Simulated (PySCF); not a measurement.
Compound: C3HCl2NO.
Geometry (PBE0-D3(BJ)/def2-SVP, Å), atoms numbered from 1 in this order:
```
atom  x, y, z in Å
Cl1   -2.2280   -1.3723    0.8821
C2    -0.8509   -0.4529    0.5566
C3    -0.6345    0.8637    0.2928
N4     0.7179    1.0520    0.0997
C5     1.2289   -0.1176    0.2499
Cl6    2.8532   -0.5713    0.1414
O7     0.3460   -1.0935    0.5312
H8    -1.3589    1.6722    0.2317
```

Computed with PBE0-D3(BJ)/def2-SVP geometry optimisation, gas phase in PySCF.

Masses are those of the commonest isotopes; rigid-rotor values at the optimised geometry. 

Question: Give the principal moments of inertia and the rotational constants in GHz.

Answer: Ia = 86.93, Ib = 513.54, Ic = 600.47 u·Å²; 505379 MHz·u·Å²/I gives 5814, 984.1 and 841.6 MHz, that is A = 5.8135, B = 0.9841, C = 0.8416 GHz.

Question: What kind of rotor is it?

Answer: A near-prolate asymmetric top: κ = (2 × 984.1 − 5814 − 841.6)/(5814 − 841.6) = -0.94.

Question: What does the inertial defect say?

Answer: Planar: Δ = Ic − Ia − Ib = 0.00 u·Å². For a rigid frame Δ = −2 Σ m c², so it vanishes when all atoms lie in the ab plane; here none is more than 0.01 Å from it.

Question: Which types of transition are allowed, and where do some lines up to J = 3 fall?

Answer: The dipole components are |μa| = 1.11 D, |μb| = 0.28 D, |μc| = 0.00 D; the mirror of this Cs structure is the ab plane, so μc vanishes by symmetry and there are no c-type lines. Intensities carry the squares of the components, which stand as 1.00 : 0.06 (a : b). Some lines, for components of 0.1 D or more:

```tsv
type	branch	J(Ka,Kc)	MHz	lower level (cm⁻¹)
a	R	1(0,1) ← 0(0,0)	1826	0.000
a	R	2(1,2) ← 1(1,1)	3509	0.222
a	R	2(1,1) ← 1(1,0)	3794	0.227
b	Q	2(1,1) ← 2(0,2)	5117	0.183
b	Q	3(1,2) ← 3(0,3)	5342	0.365
a	R	3(0,3) ← 2(0,2)	5465	0.183
a	R	3(2,1) ← 2(2,0)	5490	0.837
a	R	3(1,2) ← 2(1,1)	5689	0.353
b	R	1(1,1) ← 0(0,0)	6655	0.000
b	R	2(1,2) ← 1(0,1)	8338	0.061
b	R	3(1,3) ← 2(0,2)	9952	0.183
b	Q	3(2,1) ← 3(1,2)	14292	0.543
b	Q	2(2,0) ← 2(1,1)	14491	0.353
b	R	2(2,0) ← 1(1,1)	18428	0.222
b	R	3(2,2) ← 2(1,1)	19966	0.353
b	Q	3(3,1) ← 3(2,2)	24505	1.019
b	R	3(3,1) ← 2(2,0)	29979	0.837
b	R	3(3,0) ← 2(2,1)	29983	0.837
```

Question: Estimate the classical rotational partition function at 10 K, 25 K and 200 K.

Answer: Point group Cs, symmetry number σ = 1; q = (√π/σ)·√((kT/h)³/(ABC)), k/h = 20836.6 MHz/K: 2430 at 10 K, 9600 at 25 K, 217000 at 200 K.

Stationary, but not proved a minimum. Zero-point vibration and centrifugal distortion are left out. Quadrupole hyperfine structure (14N, 35Cl) is left out.
